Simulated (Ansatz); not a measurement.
Ansatz (an electronic-structure program) input (PBE/def2-TZVP):

Ansatz 0.2 input:
```yaml
crystal:
  periodic: [false, false, false]
  atoms:
    - {symbol: Zn, position_ang: [-0.00000000, -0.00000000, -1.53611285]}
    - {symbol: I, position_ang: [0.00000000, 0.00000000, 0.86949784]}
basis:
  gaussian:
    orbitals: def2-TZVP
hamiltonian:
  xc: {name: PBE}
total_charge: 1
relax: {f_tol: 0.003, max_steps: 100}
```

End of the output:

```
mean field -56505.62493375 eV, -2076.5434154273 hartree, gradient 2.5e-5 eV, S^2 0.000000; 0 other end points of the search recorded, 0 dependent functions left out
the calculation of the forces begins
reference -56505.62497001 eV, -2076.5434167597 hartree; 27, 27 occupied and 71, 71 virtual orbitals, 827 factors
relax step   3: F+E_penalty+E_count = -56505.62493375 eV  Δ(F+E_penalty+E_count) = -1.831e-5 eV  max|allowed force component| = 3.814e-5 eV/Å  Δτ_max = 0.0009 Å  (33 SCF iters, accepted)
integrals: 0.03 GiB planned
827 factors; their error is unknown
mean field: 0.23 GiB planned
mean field evaluation 64: about -56505.6249 eV, gradient 1.4e-2 eV
mean field -56505.62493375 eV, -2076.5434154272 hartree, gradient 2.6e-5 eV, S^2 0.000000; 4 other end points of the search recorded, 0 dependent functions left out
the calculation of the forces begins
reference -56505.62497001 eV, -2076.5434167597 hartree; 27, 27 occupied and 71, 71 virtual orbitals, 827 factors
Total energy: -56505.62497001 eV, -2076.5434167597 hartree
Atom 0 at     0.000000     0.000000    -1.531223 Å, force    -0.000000    -0.000000    -0.000038 eV/Å
Atom 1 at    -0.000000    -0.000000     0.864608 Å, force     0.000000     0.000000     0.000038 eV/Å
Dipole moment:    -0.000000    -0.000000    -1.176760 e Å
```
